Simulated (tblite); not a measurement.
A tight-binding relaxation on `[NH2][Ge@@H]1[CH2]CCC[C@H]1[SeH]`.

Computed with GFN2-xTB geometry optimisation, gas phase (tblite 0.8.0). Start geometry: from a force field or distance geometry. A driver script takes a list of jobs; this job's settings line and coordinates (Å) are shown.

Command:
```bash
OMP_NUM_THREADS=1 python probes_run.py task.json out
```

Input:
```
{"job": {"kind": "relax", "xc": "GFN2-xTB", "basis": "xTB"}, "charge": 0, "multiplicity": 1}
N      2.119400     1.676600     1.079000
Ge     1.000000     0.839400    -0.169800
C     -0.819200     1.439100     0.041100
C     -1.779800     0.465300    -0.655800
C     -1.655300    -0.976100    -0.085100
C     -0.339600    -1.660800    -0.498800
C      0.883300    -1.063100     0.217200
Se     2.519800    -1.946800    -0.366900
H      1.707500     1.488600     2.023800
H      2.016200     2.704900     0.915800
H      1.501200     1.071500    -1.609100
H     -0.934400     2.446200    -0.417300
H     -1.076400     1.514200     1.129400
H     -1.589800     0.457000    -1.746500
H     -2.823800     0.819400    -0.484700
H     -1.764200    -0.967300     1.026700
H     -2.493200    -1.572900    -0.498600
H     -0.199200    -1.598200    -1.597900
H     -0.405800    -2.734900    -0.228100
H      0.781200    -1.205300     1.323900
H      3.343100    -1.179700     0.673700
```

Output:
```
step      E/eV     max force
  0    -689.25146    1.303
  1    -689.41159    0.874
  2    -689.48459    0.465
  3    -689.50283    0.339
  4    -689.52005    0.365
  5    -689.53233    0.327
  6    -689.54957    0.452
  7    -689.56542    0.393
  8    -689.57949    0.260
  9    -689.58834    0.204
... (53 lines left out)
 63    -689.64736    0.016
 64    -689.64741    0.018
 65    -689.64746    0.015
 66    -689.64751    0.013
 67    -689.64754    0.012
 68    -689.64756    0.012
 69    -689.64759    0.014
 70    -689.64763    0.014
 71    -689.64766    0.010
 72    -689.64768    0.010
```

«max force» is the largest atomic force in eV/Å.

**Question.** From which step on does the largest force stay under 0.1 eV/Å, and how much energy is left to gain from there?

**Answer.** From step 19 (0.083 eV/Å), 15.1 meV above the end.

In short: energy lowered by 9.1 kcal/mol over 72 steps; largest atomic force 0.010 eV/Å at the end.

**Question.** Give the final coordinates.

**Answer.** 0.166 Å rms from the input after alignment:
```
atom  x, y, z in Å
N1     2.1360    1.6110    1.1056
Ge2    0.9609    0.9109   -0.1013
C3    -0.9550    1.4625   -0.0002
C4    -1.8362    0.4201   -0.6816
C5    -1.6664   -0.9830   -0.1002
C6    -0.3407   -1.6472   -0.4745
C7     0.8363   -1.0378    0.2708
Se8    2.4981   -2.0091   -0.2343
H9     1.8609    1.5525    2.0767
H10    2.4586    2.5513    0.9287
H11    1.6019    1.1794   -1.4404
H12   -1.1175    2.4406   -0.4545
H13   -1.2385    1.5467    1.0520
H14   -1.6059    0.3891   -1.7492
H15   -2.8836    0.7202   -0.5801
H16   -1.7545   -0.9385    0.9891
H17   -2.4796   -1.6118   -0.4716
H18   -0.1798   -1.5496   -1.5529
H19   -0.3994   -2.7185   -0.2492
H20    0.7157   -1.2146    1.3446
H21    3.3796   -1.0573    0.3945
```

The run took 0.56 s on Arm Neoverse V2, one thread, no GPU, shared host with 48 logical CPUs at a one-minute load of 18.
Labels such as C1 count atoms from 1, the log's own numbers from 0.
